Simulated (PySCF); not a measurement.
The numbers are results of PySCF with PBE-D3(BJ)/def2-TZVP // r2SCAN-D4/def2-SVP, not measurements. All species are isolated molecules in the gas phase. One relaxed conformer stands for a flexible species; it need not be the lowest. Excitations are Tamm–Dancoff values on a coarser integration grid. The basis has no diffuse functions, so Rydberg states are missing or too high.

Reference species (SMILES): `c1(ccc(B)cc1)C(F)(F)F` (neutral, multiplicity 1).

| Item | Result |
|---|---|
| brightest of the four lowest singlets (TDA) | 5.02 eV |
| LUMO | -3.39 eV |
| HOMO–LUMO gap | 3.65 eV |

Changed species: `Bc1cccc(C(F)(F)F)c1`.

### Question
What does the change do to the brightest of the four lowest singlets (TDA), LUMO and HOMO–LUMO gap?

### Answer
the brightest of the four lowest singlets (TDA) rises by 0.05 eV, to 5.07 eV; the LUMO goes up by 0.08 eV, to -3.31 eV; the HOMO–LUMO gap goes up by 0.12 eV, to 3.77 eV.
